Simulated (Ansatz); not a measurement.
A set of 12 reactions (silylene extrusion), with CCSD(T)/CBS values in kJ/mol:

| reaction | ΔE |
| --- | --- |
| `C=NC(F)[SiH2]N` → `C=NCF` + `N[SiH]` | 144.6 |
| `[NH2][SnH]([OH])[SiH2]F` → `[NH2][SnH2][OH]` + `F[SiH]` | 224.0 |
| `[SiH3][CH]1[NH][GeH2]1` → `[CH2]1[NH][GeH2]1` + `[SiH2]` | 242.4 |
| `C[SiH](F)[SeH]` → `C[Si]F` + H₂Se | 267.0 |
| `C[SiH](O)[O][GeH2][OH]` → `C[O][GeH2][OH]` + `O[SiH]` | 431.7 |
| `C[SiH](Cl)CF` → `CF` + `C[Si]Cl` | 176.9 |
| `F[SiH](F)[AlH2]` → `[F][AlH2]` + `F[SiH]` | 146.5 |
| `O[Si](O)(O)F` → `OO` + `O[Si]F` | 719.7 |
| `O[Si](Cl)(Cl)O[SiH3]` → Cl₂ + `O[Si]O[SiH3]` | 524.2 |
| `Cl[SiH2]S[SiH](Cl)Cl` → `S[SiH](Cl)Cl` + `[SiH]Cl` | 261.6 |
| `FB[SiH2]Cl` → `BF` + `[SiH]Cl` | 165.8 |
| `O[SiH]([SiH3])Cl` → `O[SiH3]` + `[SiH]Cl` | 208.8 |

Calculated with Ansatz (gas phase, PBE0-D4/def2-TZVP geometries, no zero-point term in ΔE). CBS: MP2 limit from def2 TZ/QZ plus the TZ coupled-cluster correction, frozen cores. This one scheme is used for every species. DFT in def2-TZVPP. B3LYP here is the variant with VWN-RPA as its local correlation; programs differ in this. def2 core potentials past Kr. For Ge, Se, Sn outer-core shells are correlated without core-valence functions, which leaves a few kJ/mol of doubt a bond. Scalar relativity is left out up to krypton. One conformer a species, not always the lowest.

Give the mean, mean absolute and largest difference (level minus CCSD(T)/CBS, kJ/mol) for: PBE-D4, r2SCAN-D4, B3LYP-D4, ωB97X-V, ωB97M-V, r2SCAN, B3LYP, HF/def2-TZVPP, SCS-MP2/def2-TZVPP, CCSD/def2-TZVPP, MP2/def2-QZVPP, HF/CBS(def2), MP2/CBS(def2), CCSD/CBS(def2). (Estimate.)

The calculation gave: 
```csv
level,mean,mean absolute,largest
PBE-D4,-8.5,13.2,-61.7
r2SCAN-D4,15.8,15.8,20.8
B3LYP-D4,-10.3,10.3,-31.1
ωB97X-V,6.2,8.8,-15.7
ωB97M-V,-9.7,9.7,-23.7
r2SCAN,13.1,13.1,18.6
B3LYP,-26.3,26.3,-43.6
HF/def2-TZVPP,-10.3,18.1,31.8
SCS-MP2/def2-TZVPP,-0.8,3.0,-6.3
CCSD/def2-TZVPP,-8.8,8.8,-14.7
MP2/def2-QZVPP,16.5,16.5,31.2
HF/CBS(def2),-10.3,18.3,35.5
MP2/CBS(def2),19.6,19.6,34.5
CCSD/CBS(def2),-1.5,3.2,7.7
```

The largest T1 diagnostic in the set is 0.016, for `O[SiH]` (customary mark 0.02).

CCSD(T)/CBS is a level of theory with its own doubt, and the functionals carry their triple-zeta basis error, so these figures describe this set and don't rank the functionals.
